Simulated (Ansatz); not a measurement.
Reaction (hydrogenolysis of a C–Si bond): `[SiH3]C[CH2][GeH3]` + H₂ → `C[CH2][GeH3]` + SiH₄

Calculated with Ansatz (gas phase, PBE0-D4/def2-TZVP geometries, no zero-point term in ΔE). CCSD(T)/CBS adds triple-zeta CCSD(T) − MP2 to the extrapolated MP2 energy (def2 sets, frozen cores). This one scheme is used for every species. DFT in def2-TZVPP. For Ge outer-core shells are correlated without core-valence functions, which leaves a few kJ/mol of doubt a bond. Scalar relativity is left out up to krypton. One conformer a species, not always the lowest.

```tsv
level	ΔE (kcal/mol)
r2SCAN-D4	-6.7
B2PLYP	-8.8
PBE	-8.0
r2SCAN	-7.2
MP2/def2-TZVPP	-6.0
CCSD/def2-TZVPP	-8.7
MP2/def2-QZVPP	-5.5
HF/CBS(def2)	-13.5
```

Problem. What does CCSD(T)/CBS give? (Best estimate.)

Solution. Computed: -6.7 kcal/mol. The listed levels differ from it by 0.0, -2.1, -1.3, -0.5, 0.7, -2.0, 1.2, -6.8 kcal/mol.

Largest T1 diagnostic among the species: 0.011.

The D4 term adds +2.7 kcal/mol with B3LYP and +1.5 kcal/mol with PBE0; it sums over pairs of atoms, weighted by their polarisabilities, and B3LYP, whose exchange is more repulsive, gets the larger term. In def2-TZVPP, CCSD(T) changes the Hartree–Fock value by +6.0 kcal/mol (the triples alone add +1.2 kcal/mol) and MP2 by +7.6 kcal/mol.

B3LYP here is the variant with VWN-RPA as its local correlation; programs differ in this.
